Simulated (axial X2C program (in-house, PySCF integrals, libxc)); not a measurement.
**CrSe⁺: from the spin-free to the two-component result**

All values were computed with an in-house relativistic program for diatomic molecules. Spin-free means the one-electron spin-free X2C Hamiltonian; two-component (2c) means X2C with spin–orbit coupling and atomic mean-field two-electron Coulomb and Gaunt terms, so the difference of the two also holds small scalar two-electron terms. Basis: Se dyall-cv3z [8s9p6d4f1g], Cr dyall-cv3z [9s10p6d3f2g] (cores contracted in-house); Gaussian nuclei, density fitting, unrestricted open shells. Masses: Se 79.917 u, Cr 51.941 u.

Spin-free state: M_S = 3/2, Λ = 0 (beyond evenly filled blocks: σα, δ+α, δ-α); fragments Se + Cr+.

```csv
level,Re (Å),ωe (cm⁻¹),De (eV),μ (D)
PBE0,2.264,291.4,2.246,5.73
PBE50,2.329,253.8,1.664,5.62
```

Dipoles are positive if Cr is the positive end and refer to the centre of mass.

Two-component determinant lowest at the distance of the search:

Ω = 3/2 (⟨Sz⟩ = 1.50, ⟨Lz⟩ = 0.00 at PBE0); fragments Se + Cr+.

```tsv
level	Re (Å)	ωe (cm⁻¹)	De (eV)	μ (D)
PBE0	2.266	290.4	2.190	5.72
PBE50	2.331	252.6	1.609	5.62
```

Question: From the two tables, how do the constants change at the PBE0 level (2c against spin-free)?

Answer: At the PBE0 level Re increases by 0.002 Å and ωe decreases by 1.0 cm⁻¹; De changes by -0.056 eV.

The state is a single determinant with fixed occupations, the lowest that a limited PBE0 search found. Dissociation energies refer to the lowest single-determinant-based atoms at the same level and basis. Density functionals use the spin component along the axis (collinear). The functionals have no current-density term, which raises determinants with orbital currents, atoms included. With several unpaired electrons one determinant need not be a pure state. This is the top spin component of a Σ state; components of lower Ω are not single determinants and can lie lower. The determinant is spin-polarised beyond a pure state at some levels (its spin-free form has ⟨S²⟩ too high), which makes Re and μ there less reliable.
